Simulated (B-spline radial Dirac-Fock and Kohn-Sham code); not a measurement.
Dipole and non-dipole photoemission parameters of Sb 2s

System: neutral antimony in the configuration 1s2 2s2 2p6 3s2 3p6 3d10 4s2 4p6 4d10 5s2 5p3; threshold 4698.0 eV (tabulated edge). Level of theory: Dirac-Hartree-Slater photoionisation with a Latter tail; cross sections with all multipoles, angular parameters from the dipole term and its interference with E2; a radial B-spline solver.

```
hν (eV)  σ (kb)      β       γ
 5414.7    21.9  1.990   0.392
   5510       ?      ?       ?
   6000    18.3  1.991   0.103
   8880    8.80  1.992  -0.043
  11500    5.22  1.992   0.221
  14100    3.40  1.992   0.529
```

Q: Give the values at 5510 eV.

A: σ = 21.2 kb, β = 1.990, γ = 0.328. For an s subshell δ is negligible.

Values without a named source are computed, but for edge energies of neutral atoms, which are taken from tables.
